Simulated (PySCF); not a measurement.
A GIAO shielding run with PySCF 2.14.0 with density-fitted response routines (density fitting, non-relativistic, gas phase) on `CC(=O)[Si@@H]1C=C[C@@H](C=O)[SiH2]1`, C6H10O2Si2:

```
$ OMP_NUM_THREADS=1 python probes_run.py task.json out

{"job": {"kind": "nmr", "xc": "PBE0", "basis": "pcSseg-1"}, "charge": 0, "multiplicity": 1}
C      3.000001    -0.064329    -0.051299
C      2.209818     1.214077     0.037493
O      2.728504     2.302406    -0.064639
Si     0.298315     1.090729     0.308012
C     -0.068410    -0.437269     1.356606
C     -1.013490    -1.257232     0.903579
C     -1.866030    -0.899462    -0.263737
C     -2.782916     0.191521     0.088433
O     -2.433771     1.200674     0.660543
Si    -0.743867     0.102900    -1.532495
H      4.049440     0.132052    -0.259559
H      2.575546    -0.694507    -0.829988
H      2.907241    -0.595458     0.893456
H     -0.085518     2.407465     0.806498
H      0.451834    -0.678319     2.272621
H     -1.266486    -2.181533     1.409203
H     -2.390740    -1.754502    -0.682057
H     -3.824978     0.078887    -0.259361
H     -1.638439     0.807767    -2.455533
H     -0.111203    -0.955189    -2.340810
```

Hardware: 1 thread of an Arm Neoverse V2, shared host. The job also computes population analyses, field gradients, ring-centre shieldings.

**Question.** How large is the calculation?

**Answer.** 90 electrons, 234 basis functions and 1258 auxiliary functions.

**Question.** How long does it take, and how much memory does it need?

**Answer.** 65 s of wall time, with 15 SCF cycles and 5 response iterations; peak memory 1 GiB. Times on a shared host scatter by some tens of per cent.
